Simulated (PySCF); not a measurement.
A structure optimised at B3LYP-D3(BJ)/def2-TZVP, used in a PySCF frequency run:

```xyz
9

Si     0.0775     1.0789     0.0000
C     -0.5274    -0.6828     0.0000
C      0.2813    -1.7406     0.0000
H     -0.4161     1.8036     1.1968
H      1.5595     1.0830     0.0000
H     -0.4161     1.8036    -1.1968
H     -1.6007    -0.8620     0.0000
H     -0.0960    -2.7580     0.0000
H      1.3612    -1.6350     0.0000
```

Write its SMILES, formula and point group.

C=C[SiH3], C2H6Si, Cs

What are its rotational constants (standard atomic weights)?

34.607, 5.2416, 4.8020 GHz
